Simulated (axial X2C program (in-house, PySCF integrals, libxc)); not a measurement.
**Worked dissociation energy of InSi: CCSD, spin-free**

Calculated with an in-house all-electron X2C program for linear molecules (integrals from PySCF). Spin-free means the one-electron spin-free X2C Hamiltonian. Basis: In dyall-cv3z [11s12p9d4f1g], Si dyall-v3z [8s7p2d1f] (cores contracted in-house); Gaussian nuclei, density fitting, unrestricted open shells. Masses: In 114.904 u, Si 27.977 u.

Molecular state: M_S = 3/2, Λ = 0 (beyond evenly filled blocks: σα, π+α, π-α).

Correlated methods: 17 electrons correlated (number of frozen shells: In 4 s, 3 p, 1 d; Si 2 s, 1 p), 231 virtual spin orbitals or spinors in MP2, 110 natural virtuals in coupled cluster.

```
E(In) (2M_S = 1, M_L = 0) : -5878.769976 hartree
E(Si) (2M_S = 2, M_L = 0) : -289.538076 hartree
E(InSi) at Re             : -6168.385395 hartree
ωe                        : 259.2 cm⁻¹
ωexe                      : 0.884 cm⁻¹
```

Q: Work out De and D0.

A: De = -5878.769976 + (-289.538076) − (-6168.385395) = 0.07734 hartree = 2.105 eV. The zero-point energy is ωe/2 − ωexe/4 = 129 cm⁻¹ = 0.016 eV, so D0 = 2.089 eV.

The state is a single determinant with fixed occupations, the lowest that a limited PBE0 search found. Dissociation energies refer to the lowest single-determinant-based atoms at the same level and basis. CCSD ran in a truncated set of natural virtual spinors with an MP2 remainder; without triples it tends to underbind. PBE0 can misorder states that lie within some tenths of an eV, so this need not be the ground state of the molecule. The nearest other spin-free determinant of the search, M_S = 1/2, Λ = 0, lies 0.32 eV up at the distance of the search. Spin-free De lacks the spin–orbit lowering of the heavy p-block atom, a tenth of an eV or more for 4p and 5p, up to an eV for 6p and one to two eV for 7p atoms, less what an open-shell molecule gains itself.

Each atomic determinant is the lowest at this level and need not be a pure term. Totals compare only within one Hamiltonian and basis.
